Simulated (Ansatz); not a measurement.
`B[SiH2]C(F)Cl` + `N=C(O)[SiH3]` → `B/N=C(/O)[SiH3]` + `FC([SiH3])Cl`  (cleavage of the B–Si bond)

Isolated molecules relaxed with PBE0-D4/def2-TZVP in Ansatz; ΔE leaves out vibrations. CCSD(T)/CBS adds triple-zeta CCSD(T) − MP2 to the extrapolated MP2 energy (def2 sets, frozen cores). Functionals use def2-TZVPP. B3LYP here is the variant with VWN-RPA as its local correlation; programs differ in this. Each species was taken in one conformer, which may not be the lowest.

```csv
level,ΔE (kcal/mol),difference from CCSD(T)/CBS
PBE-D4,-33.4,-2.6
r2SCAN-D4,-33.5,-2.7
PBE0-D4,-32.1,-1.3
B3LYP-D4,-34.2,-3.4
ωB97X-V,-30.6,0.2
ωB97M-V,-32.3,-1.5
B2PLYP,-33.6,-2.8
PBE,-33.5,-2.7
r2SCAN,-33.5,-2.7
PBE0,-32.2,-1.4
B3LYP,-34.3,-3.5
HF/def2-TZVPP,-29.6,1.2
MP2/def2-TZVPP,-33.0,-2.2
SCS-MP2/def2-TZVPP,-32.1,-1.3
CCSD/def2-TZVPP,-30.3,0.5
CCSD(T)/def2-TZVPP,-30.9,-0.1
HF/def2-QZVPP,-29.7,1.1
MP2/def2-QZVPP,-32.9,-2.1
SCS-MP2/def2-QZVPP,-32.0,-1.2
HF/CBS(def2),-29.7,1.1
MP2/CBS(def2),-32.9,-2.1
CCSD/CBS(def2),-30.2,0.6
CCSD(T)/CBS,-30.8,0
```

Largest T1 diagnostic among the species: 0.015.

In def2-TZVPP, CCSD(T) changes the Hartree–Fock value by −1.3 kcal/mol (the triples alone add −0.6 kcal/mol) and MP2 by −3.3 kcal/mol. From PBE to PBE0 (25 % exact exchange), in def2-TZVPP and without D4, ΔE moves by +1.3 kcal/mol.
